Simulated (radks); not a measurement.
Q: The gadolinium ion Gd3+, [Xe] 4f7. Calculated with a radial shooting solver on a logarithmic mesh with Libxc functionals: non-relativistic Kohn-Sham, exchange-only LDA, spin-polarised, spherical densities, point nucleus. Every spin shell is full or empty, so the densities are truly spherical. Functionals are evaluated on that one density, not self-consistently. Rank these orbital-free kinetic functionals by their error against the exact value of the orbitals, and give that value: Thomas-Fermi, von Weizsacker, TF + vW, TF + vW/5, LC94, APBEK, revAPBEK, Perdew 92, Thakkar, Pearson, DePristo-Kress.

A: Exact: 10809.4 hartree. From best to worst, with 100 (|E| - |E exact|)/|E exact| (equal figures are ties): LC94 -0.01, APBEK +0.02, revAPBEK +0.18, DePristo-Kress -0.21, Perdew 92 -0.73, Thakkar -0.74, Pearson -0.93, TF + vW/5 +2.66, Thomas-Fermi -4.99, TF + vW +33.28, von Weizsacker -61.73.
